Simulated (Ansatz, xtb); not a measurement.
C6H6SSi: which of two isomers lies lower

Structure a is `C#C[Si]1(S)C=CC=C1`, a singlet and structure b is `C#CC1=CC=C(S)[SiH2]1`, a singlet. Both are isolated molecules in the gas phase, relaxed with PBE-D3(BJ)/def2-SVP; the shapes shown needn't be the lowest conformers.

a (Å):

```yaml
atoms:
  - { symbol: C, position_ang: [-0.6392, 3.2526, -3.3899] }
  - { symbol: C, position_ang: [-0.7943, 2.5492, -2.3935] }
  - { symbol: C, position_ang: [0.4534, 1.5549, 0.2583] }
  - { symbol: C, position_ang: [0.8782, 0.2666, 0.3650] }
  - { symbol: C, position_ang: [0.1278, -0.7614, -0.4052] }
  - { symbol: C, position_ang: [-0.9271, -0.3360, -1.1521] }
  - { symbol: S, position_ang: [-2.9316, 1.9868, 0.0382] }
  - { symbol: Si, position_ang: [-1.0348, 1.5206, -0.8917] }
  - { symbol: H, position_ang: [-0.5054, 3.8685, -4.2700] }
  - { symbol: H, position_ang: [-2.6727, 3.3236, 0.1102] }
  - { symbol: H, position_ang: [0.9320, 2.3924, 0.7847] }
  - { symbol: H, position_ang: [1.7355, -0.0428, 0.9880] }
  - { symbol: H, position_ang: [0.4415, -1.8183, -0.3459] }
  - { symbol: H, position_ang: [-1.5505, -1.0084, -1.7572] }
```

b (Å):

```xyz
14

C    -0.8096    4.7657   -1.0863
C    -0.6237    3.5640   -0.8972
C    -0.4463    2.1775   -0.7316
C     0.2831    1.5493    0.2598
C     0.3468    0.0897    0.2598
C    -0.3336   -0.5633   -0.7422
S    -0.3765   -2.3036   -0.9105
Si   -1.1446    0.7842   -1.8037
H    -0.9642    5.8238   -1.2401
H     0.8116    2.1209    1.0409
H     0.9231   -0.4325    1.0420
H    -1.1603   -2.3511   -2.0233
H    -2.6444    0.6835   -1.8071
H    -0.6472    0.7712   -3.2222
```

Question: Estimate E(b) − E(a) at the level CCSD(T)/def2-SVP + ΔMP2/def2-TZVPP.

Answer: Calculated at CCSD(T)/def2-SVP + ΔMP2/def2-TZVPP: E(b) − E(a) = +1.364 eV, so structure a lies lower.

How the difference moves with the method:

```tsv
level	geometry	E(b) − E(a) (eV)	departure from the last row (eV)	job, with rough time for the two
GFN2-xTB	GFN2-xTB	−0.109	−1.473	optimisation, 0.36 s
HF/STO-3G	GFN2-xTB	+0.940	−0.424	single point, 1.7 s
r2SCAN-D4/def2-SVP	GFN2-xTB	+1.018	−0.346	single point, 8.7 s
PBE-D3(BJ)/def2-SVP	PBE-D3(BJ)/def2-SVP	+0.896	−0.468	optimisation, 60 s
HF/def2-SVP	PBE-D3(BJ)/def2-SVP	+1.398	+0.034	part of the CCSD(T) run
MP2/def2-SVP	PBE-D3(BJ)/def2-SVP	+1.142	−0.222	part of the CCSD(T) run
CCSD(T)/def2-SVP	PBE-D3(BJ)/def2-SVP	+1.156	−0.207	single point
CCSD(T)/def2-SVP + ΔMP2/def2-TZVPP	PBE-D3(BJ)/def2-SVP	+1.364		single point, 2.6 min
```

As drawn, b has 1 C–C, 1 C–S, 2 Si–H in place of 1 C–Si, 1 S–Si, 2 C–H.

GFN2-xTB puts the two in the other order. The largest departure from CCSD(T)/def2-SVP + ΔMP2/def2-TZVPP is that of GFN2-xTB, 1.473 eV. The last row adds to CCSD(T) the change of the MP2 difference between the two basis sets, here +0.207 eV, a large step that makes the value less sure.

With thermal terms from frequencies at re-optimised GFN2-xTB minima (ideal gas, soft modes damped towards free rotors, one conformer each, 298.15 K, 1 atm): the zero-point term adds −0.133 eV; ΔH is +1.221 and ΔG +1.270 eV.

The correlated steps freeze 16 core orbitals. Run with Ansatz 0.2.0, xtb 6.7.1; the last row on 2 threads of Intel(R) Xeon(R) Platinum 8259CL CPU @ 2.50GHz (Skylake/Cascade Lake) on a shared host.
